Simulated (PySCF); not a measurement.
Identify the unknown among the candidates.

All candidates are C7H6N2.

| technique | computed result |
| --- | --- |
| UV, strongest line | among the 8 lowest singlet transitions: S5 at 6.47 eV (192 nm, f = 0.359) [TDDFT PBE0/def2-SVPD] |
| Rotational structure | rotational constants A, B, C: 4.017, 1.662, 1.175 GHz [GFN2-xTB] |
| Polarisability | 90.9 au [PBE0/def2-SVPD] |
| UV, first state | lowest singlet excitation: 4.87 eV (255 nm, f = 0.065) [TDDFT PBE0/def2-SVPD] |
| Dipole | 1.73 D [PBE0/def2-SVPD] |
| Triplet | lowest triplet excitation (Tamm–Dancoff): 3.48 eV [TDA PBE0/def2-SVPD] |

Gas-phase values; electronic properties from PySCF, density fitting. Levels stand in brackets. Geometry: GFN2-xTB; no solvent, vibrations or thermal averaging.

Question: Which candidate is it?
A. `N#Cc1ccccc1N`
B. `C#C/C(C#N)=N\C1CC1`
C. `c1ccc2[nH]ncc2c1`
D. `N#CC(C#N)[C@@H]1C=CC1`

Answer: C. It is `c1ccc2[nH]ncc2c1`. Numbering: `[cH:1]1[cH:2][cH:3][c:4]2[nH:5][n:6][cH:7][c:8]2[cH:9]1`. Its formula, C7H6N2, gives 6 degrees of unsaturation: 2 rings and 4 π bonds in the structure found (Kekulé form). S1 is mainly HOMO→LUMO (weight 0.82); the largest Löwdin shares of the orbital it empties are 0.19 on the pyrrole-type nitrogen, 0.15 on each of 2 atoms of one kind (aromatic CH carbon) and 0.13 on the aromatic CH next to a ring nitrogen, of the orbital it fills 0.17 on an aromatic CH carbon, 0.16 on an aromatic CH carbon, 0.16 on the pyridine-type nitrogen and 0.14 on an aromatic CH carbon. The optimised geometry has point group Cs and is an asymmetric top.

The others, at the same levels:
- `N#CC(C#N)[C@@H]1C=CC1` fails: its computed lowest singlet excitation is 6.93 eV (179 nm, f = 0.045) (against 4.87 eV), lowest triplet excitation (Tamm–Dancoff) is 4.34 eV (against 3.48 eV) and strongest line among the 8 lowest singlet transitions is S3 at 7.15 eV (173 nm, f = 0.165) (against S5 at 6.47 eV).
- `N#Cc1ccccc1N` fails: its computed lowest singlet excitation is 4.32 eV (287 nm, f = 0.088) (against 4.87 eV), static isotropic polarisability is 94.4 au (against 90.9 au) and rotational constant A is 3.014 GHz (against 4.017 GHz).
- `C#C/C(C#N)=N\C1CC1` fails: its computed lowest singlet excitation is 4.21 eV (294 nm, f = 0.002) (against 4.87 eV), lowest triplet excitation (Tamm–Dancoff) is 3.05 eV (against 3.48 eV) and strongest line among the 8 lowest singlet transitions is S2 at 4.91 eV (252 nm, f = 0.474) (against S5 at 6.47 eV).

Each candidate is one conformer, not necessarily the lowest. The conformers computed, where there is a choice (atom-mapped SMILES and torsion angles):
- `[N:1]#[C:2][CH:3]([C:4]#[N:5])[C@@H:6]1[CH:7]=[CH:8][CH2:9]1`: C2–C3–C6–C7 -73°
- `[N:1]#[C:2][c:3]1[cH:4][cH:5][cH:6][cH:7][c:8]1[NH2:9]`: H–N9–C8–C7 16°, H–N9–C8–C7 169°
- `[CH:1]#[C:2]/[C:3]([C:4]#[N:5])=[N:6]\[CH:7]1[CH2:8][CH2:9]1`: C3–N6–C7–C8 147°
